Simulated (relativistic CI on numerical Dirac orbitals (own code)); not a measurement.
## Crystal-field levels of Cr2+, 3d4

Calculated by Dirac-Coulomb-Breit CI, KLI orbitals optimised for each configuration, a model potential for QED, valence Slater integrals scaled by 0.85, one configuration in a parametric crystal field (own radial code).

Field parameters in Wybourne normalisation: Oh B⁴₀ = 21Dq, B⁴₄ = √(5/14) B⁴₀. The field is a parameter set, without covalency.

S is read from ⟨S²⟩ = S(S + 1).

Levels (cm⁻¹, degeneracy): 0 (1), 6 (3), 12 (2), 17 (3), 23 (1), 5765 (3), 5766 (3), 5767 (1), 5924 (3), 5925 (2), 6026 (3), 12902 (1).

Q: Which field gives this pattern?
A. Oh, 10Dq = 11050 cm⁻¹
B. Oh, 10Dq = 5850 cm⁻¹
C. Oh, 10Dq = 3250 cm⁻¹
D. Oh, 10Dq = 8450 cm⁻¹

A: B. Oh, 10Dq = 5850 cm⁻¹, ground level with S = 2.00.
